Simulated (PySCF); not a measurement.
C2H8OSn. Atoms are numbered in the order given.

```xyz
12

Sn     0.3013     0.3361     0.3051
C      1.6787    -1.1284    -0.4958
O     -1.4099     0.2166    -0.7380
C     -2.1768    -0.9556    -0.7170
H      0.7898     1.9581     0.0350
H     -0.0834     0.0242     1.9606
H      1.2620    -2.1383    -0.3731
H      2.6402    -1.0692     0.0352
H      1.8408    -0.9296    -1.5645
H     -3.0807    -0.8033    -1.3343
H     -1.6450    -1.8372    -1.1351
H     -2.5225    -1.2368     0.3009
```
Charge 0, spin multiplicity 1.

Geometry optimised at B3LYP-D3(BJ)/def2-SVP. The structure was generated by enumeration; whether it is a known compound was not checked. The def2 effective core potentials stand for the cores of Sn; spin–orbit coupling is left out. One conformer was computed; it need not be the lowest.

The numbers are results of PySCF with PBE/def2-TZVP, not measurements.

Gas-phase values at a fixed geometry.

- total energy = -370.38998 hartree
- highest occupied level = -5.72 eV
- lowest empty level = -0.94 eV
- orbital gap = 4.78 eV
- dipole moment = 1.93 D
- quadrupole, principal values (traceless, Buckingham form, about the centre of nuclear charge) = -3.44, -0.01, 3.45 D·Å
- mean static polarisability = 71.7 bohr³ (10.63 Å³)
- polarisability, principal values = 63.4, 73.4, 78.5 bohr³
